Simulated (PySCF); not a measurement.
This PySCF input asks for the NMR shieldings of `CB(C)Pc1ccsc1`, C6H10BPS; the geometry comes from PBE0-D3(BJ)/def2-SVP.

```python
import basis_set_exchange as bse
import numpy as np
from pyscf import gto, dft
from pyscf.prop import nmr

atoms = """
C    -2.612672   -1.017307   -0.313668
B    -1.216390   -0.442587    0.120323
C    -1.009509    1.088762    0.396925
P     0.184650   -1.683526    0.487255
C     1.743327   -0.857256    0.030863
C     2.392862    0.087287    0.889408
C     3.562524    0.566451    0.364326
S     3.902996   -0.130655   -1.166374
C     2.463319   -1.068463   -1.121386
H    -2.791604   -0.670391   -1.349283
H    -2.709800   -2.112803   -0.306516
H    -3.428727   -0.579106    0.285709
H    -0.991265    1.238052    1.493008
H    -0.041617    1.463587    0.027180
H    -1.822493    1.716693    0.001168
H     0.034883   -2.585093   -0.601753
H     2.005228    0.387933    1.864447
H     4.251309    1.285604    0.806395
H     2.214688   -1.723830   -1.955133
"""
names = dict.fromkeys(["C", "B", "P", "S", "H"], "pcSseg-1")
basis = {el: gto.basis.parse(bse.get_basis(n, elements=[el], fmt="nwchem")) for el, n in names.items()}
mol = gto.M(atom=atoms, basis=basis, charge=0, verbose=0)
mf = dft.RKS(mol, xc="PBE")
mf.grids.level = 2
mf.grids.alignment = dft.numint.BLKSIZE   # the property module wants whole blocks of grid points
mf.conv_tol = 1e-9
mf.kernel()

calc = nmr.RKS(mf)   # GIAO
sigma = calc.kernel()   # uncoupled for a functional without exact exchange
for i, s in enumerate(sigma):   # ppm
    print("%2d %-2s %9.2f" % (i, mol.atom_pure_symbol(i), np.trace(s) / 3))
```

Task: What does it print?

Result: 
```
 0 C     163.28
 1 B       2.83
 2 C     165.78
 3 P     378.74
 4 C      46.27
 5 C      46.35
 6 C      50.11
 7 S     239.66
 8 C      53.81
 9 H      30.21
10 H      29.91
11 H      29.95
12 H      30.27
13 H      29.90
14 H      30.23
15 H      26.27
16 H      24.17
17 H      24.14
18 H      24.60
```

These numbers come from an equivalent density-fitted implementation of the same equations, which agrees with the script to about 0.01 ppm for H and up to a few tenths of a ppm for heavy atoms, so last digits may differ.

Size and cost of the density-fitted run: 217 basis functions, 43 s wall time on 1 thread of an AMD EPYC 9R14, shared host; peak memory 0.96 GiB.
